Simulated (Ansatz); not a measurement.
`O[SiH2]OCS`. Charge 0, multiplicity 1. The geometry is a stationary point of PBE0-D4/def2-TZVP. It is one conformer, not always the lowest.

```xyz
11

O     1.413   -1.230   -1.064
Si    1.348    0.284   -0.451
O    -0.178    0.923   -0.429
C    -1.096    0.658    0.579
S    -1.496   -1.106    0.809
H     0.888   -1.881   -0.589
H     2.136    1.135   -1.360
H     1.845    0.316    0.953
H    -0.728    0.972    1.563
H    -2.016    1.199    0.360
H    -2.115   -1.269   -0.372
```

Question: What is the dipole moment at r2SCAN/def2-TZVPP? (An estimate is asked.)

Answer: Computed: 1.57 D, with components (-1.29, 0.24, 0.87) D in this frame, pointing from negative to positive charge.

Question: And with PBE, B3LYP, ωB97M-V? (Best estimate.)

Answer: Computed: PBE 1.57 D, B3LYP 1.64 D, ωB97M-V 1.66 D.

Question: Give the Mulliken charges with r2SCAN, B3LYP, PBE in def2-TZVPP. (Estimate.)

Answer: Ansatz gave: 
| atom | r2SCAN | B3LYP | PBE |
| --- | --- | --- | --- |
| O1 | -0.41 | -0.39 | -0.35 |
| Si2 | 0.61 | 0.60 | 0.50 |
| O3 | -0.37 | -0.36 | -0.28 |
| C4 | 0.10 | -0.01 | -0.03 |
| S5 | -0.21 | -0.20 | -0.21 |
| H6 | 0.20 | 0.18 | 0.18 |
| H7 | -0.08 | -0.08 | -0.07 |
| H8 | -0.11 | -0.11 | -0.11 |
| H9 | 0.08 | 0.11 | 0.11 |
| H10 | 0.08 | 0.13 | 0.13 |
| H11 | 0.11 | 0.11 | 0.12 |

B3LYP here is the variant with VWN-RPA as its local correlation; programs differ in this.
